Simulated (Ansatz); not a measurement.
**F2GeHSi+: where a starting geometry ends**

The starting geometry of this gas-phase singlet was optimised with GFN2-xTB.

```yaml
atoms:
  - { symbol: F, position_ang: [0.7367, -0.1500, 1.1582] }
  - { symbol: F, position_ang: [-1.3619, 0.0993, -0.6888] }
  - { symbol: Ge, position_ang: [-1.3992, -0.8647, 0.7686] }
  - { symbol: Si, position_ang: [1.4575, -0.7681, -0.2768] }
  - { symbol: H, position_ang: [0.4764, -1.9691, -0.1491] }
```

Task: Predict what it relaxes into with PBE0-D3(BJ)/def2-SVP.

Result: New bonds form, giving a structure with F1 bridging Si4 and Ge3, F2 bridging Ge3 and Si4, H5 bridging Ge3 and Si4, given below by its coordinates. Distances that change by over a tenth: F1–Ge3 (2.29 → 2.04 Å), F2–Ge3 (1.75 → 2.04 Å), Ge3–Si4 (3.04 → 2.64 Å), Si4–H5 (1.56 → 1.79 Å). Contacts that close: F2–Si4 (2.98 → 1.80 Å), Ge3–H5 (2.36 → 1.75 Å).

The energy falls by 0.78 eV over 12 steps:

| step | E − E(last) (eV) |
| --- | --- |
| 1 | 0.783 |
| 2 | 0.570 |
| 3 | 0.513 |
| 5 | 0.335 |
| 6 | 0.143 |
| 7 | 0.054 |
| 8 | 0.021 |
| 10 | 0.001 |
| 11 | 0.000 |
| 12 | 0.000 |

Final geometry (Å):

```json
{"atom": "F", "x (Å)": "0.5846", "y (Å)": "-0.1189", "z (Å)": "1.2157"}
{"atom": "F", "x (Å)": "-0.6485", "y (Å)": "0.0604", "z (Å)": "-0.7452"}
{"atom": "Ge", "x (Å)": "-1.1610", "y (Å)": "-1.1118", "z (Å)": "0.8463"}
{"atom": "Si", "x (Å)": "1.0364", "y (Å)": "-0.5127", "z (Å)": "-0.4808"}
{"atom": "H", "x (Å)": "0.0981", "y (Å)": "-1.9696", "z (Å)": "-0.0240"}
```

Frequencies at the end are all real (lowest 198 cm⁻¹). Run with Ansatz 0.2.0, 20 s on 1 thread of Intel(R) Xeon(R) 6975P-C (Granite Rapids) (shared host).
